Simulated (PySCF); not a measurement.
Work out the structure from these simulated measurements.

Formula: C5H7F3OSi.

* UV, first state: lowest singlet excitation: 6.69 eV (185 nm, f = 0.087) [TDDFT CAM-B3LYP/def2-SVPD]
* Polarisability: 88.9 au [CAM-B3LYP/def2-SVPD]
* 1H NMR: chemical shifts (computed TMS as zero) by class: 6.27 (1 H), 6.26 (1 H), 4.81 (1 H), 4.54 (1 H), 4.39 (1 H), 1.80 (1 H), 1.67 (1 H) ppm [GIAO PBE0/pcSseg-1]
* Valence photoelectron: vertical ionisation energy: 9.71 eV [ΔSCF CAM-B3LYP/def2-SVPD]
* Dipole: 3.23 D [CAM-B3LYP/def2-SVPD]
* Triplet: lowest triplet excitation (Tamm–Dancoff): 4.28 eV [TDA CAM-B3LYP/def2-SVPD]
* 13C NMR: chemical shifts (computed TMS as zero) by class: 143.8 (1 C), 140.9 (1 C), 127.9 (1 C), 72.2 (1 C), 15.2 (1 C) ppm [GIAO PBE0/pcSseg-1]
* NMR, other nuclei: isotropic shieldings of nuclei other than C and H, by class: 214 (1 O), 253 (3 F), 371 (1 Si) ppm [GIAO PBE0/pcSseg-1]
* Rotational structure: rotational constants A, B, C: 2.506, 0.691, 0.612 GHz [PBE0-D3(BJ)/def2-SVP]

The electronic properties come from PySCF, for the isolated species, density fitting. Levels stand in brackets. Isolated species at its PBE0-D3(BJ)/def2-SVP geometry (one conformer only). NMR classes are plain means over equivalent atoms (diastereotopic ones count apart unless rotation or inversion swaps them), as if these changed places fast.

Task: What is the compound? Reason from the data.

Result: Numbering: `[F:1][C:2]([F:3])([F:4])[O:5][C@H:6]1[CH:7]=[CH:8][CH2:9][SiH2:10]1`. Its formula, C5H7F3OSi, gives 2 degrees of unsaturation: 1 ring and 1 π bond in the structure found. 5 carbons fall into 5 classes; from least to most shielded: alkene CH carbon [C8] (143.8 ppm), alkene CH carbon [C7] (140.9 ppm), CF3 carbon [C2] (127.9 ppm), ring sp3 carbon bound to oxygen [C6] (72.2 ppm), ring sp3 carbon bound to silicon [C9] (15.2 ppm). Hydrogen classes from least to most shielded: 1 H on an alkene CH carbon, C7 (6.27 ppm), 1 H on an alkene CH carbon, C8 (6.26 ppm), 1 H on an sp3 carbon bound to oxygen, C6 (4.81 ppm), 1 H on an SiH2 silicon, Si10 (4.54 ppm), 1 H on an SiH2 silicon, Si10 (4.39 ppm), 1 H on an sp3 carbon bound to silicon, C9 (1.80 ppm), 1 H on an sp3 carbon bound to silicon, C9 (1.67 ppm). The other shieldings belong to: 214 ppm, ether oxygen [O5]; 253 ppm, fluorine of a CF3 group [F1/F3/F4]; 371 ppm, SiH2 silicon [Si10]. The first electron is taken from the HOMO, whose largest Löwdin shares are 0.29 on an alkene CH carbon, 0.28 on an alkene CH carbon, 0.11 on the sp3 carbon bound to oxygen and 0.08 on the sp3 carbon bound to silicon. The optimised geometry has point group C1 and is an asymmetric top. Structure: `FC(F)(F)O[C@H]1C=CC[SiH2]1`. The assignments are read from this structure; whether some other isomer fits the data as well wasn't checked. The mirror image fits equally.
